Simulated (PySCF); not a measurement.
A structure optimised at PBE-D3(BJ)/def2-SVP, used in a PySCF frequency run:

```xyz
14

C     -1.5452    -1.1866     0.6549
C     -0.6825    -0.4840    -0.3902
C     -0.8601     1.0488    -0.5562
O      0.5264     1.3791    -0.2391
B      0.7919     0.0237    -0.0301
N      2.0147    -0.5298     0.3824
H     -1.2053    -2.2295     0.8228
H     -1.4979    -0.6680     1.6354
H     -2.6148    -1.2354     0.3566
H     -0.7438    -1.0085    -1.3673
H     -1.1261     1.4036    -1.5760
H     -1.5529     1.5146     0.1800
H      2.8400     0.0400     0.5690
H      2.1539    -1.5289     0.5147
```
Charge 0, spin multiplicity 1.

Q: Write its SMILES and formula.

A: C[C@H]1COB1N, C₃H₈BNO

Q: What are its rotational constants (standard atomic weights)?

A: 4.9835, 3.3182, 2.1814 GHz
